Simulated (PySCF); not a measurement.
## Molecular orbitals of CdSn

r²SCAN at R = 2.842 Å; Cd def2-SVP with ECP28, Sn def2-SVP with ECP28; scalar-relativistic core potentials (PySCF 2.14). State: ³Σ⁻ (triplet), unpaired electrons π ↑↑. Only the outer orbitals are listed, counted within each symmetry, core potentials removing the inner ones.

```csv
spin,orbital,occ.,ε (eV),on Cd (%),main shells (%)
α,7σ,1,-11.22,15,84 Sn s
α,8σ,1,-6.72,72,"72 Cd s, 21 Sn p"
α,5π,1,-4.26,9,"90 Sn p, 9 Cd p"
α,5π,1,-4.26,9,"90 Sn p, 9 Cd p"
α,9σ,0,-3.44,45,"54 Sn p, 26 Cd p, 19 Cd s"
α,6π,0,-1.01,90,"90 Cd p, 8 Sn p"
α,6π,0,-1.01,90,"90 Cd p, 8 Sn p"
β,7σ,1,-9.86,19,"81 Sn s, 12 Cd s"
β,8σ,1,-6.49,75,"74 Cd s, 14 Sn p, 10 Sn s"
β,9σ,0,-3.02,45,"55 Sn p, 34 Cd p, 10 Cd s"
β,5π,0,-2.31,32,"68 Sn p, 32 Cd p"
β,5π,0,-2.31,32,"68 Sn p, 32 Cd p"
```

Problem. Which are the highest filled and the lowest empty level, where do they sit, and how wide is the gap?

Solution. Highest filled α 5π at -4.26 eV (in %: 90 Sn p, 9 Cd p); lowest empty α 9σ at -3.44 eV (in %: 54 Sn p, 26 Cd p, 19 Cd s); the gap at r²SCAN is 0.82 eV.

```json
{
  "bond order (Mayer)": "1.03",
  "⟨S²⟩": "2.015",
  "charge on Cd (Mulliken, basis-dependent)": "0.13",
  "charge on Cd (Löwdin, basis-dependent)": "0.09",
  "dipole moment (positive dipole means Cd(−)Sn(+))": "-2.18 D"
}
```

Spin–orbit coupling is left out. The state was picked by a PBE0 search and need not be the measured ground state.
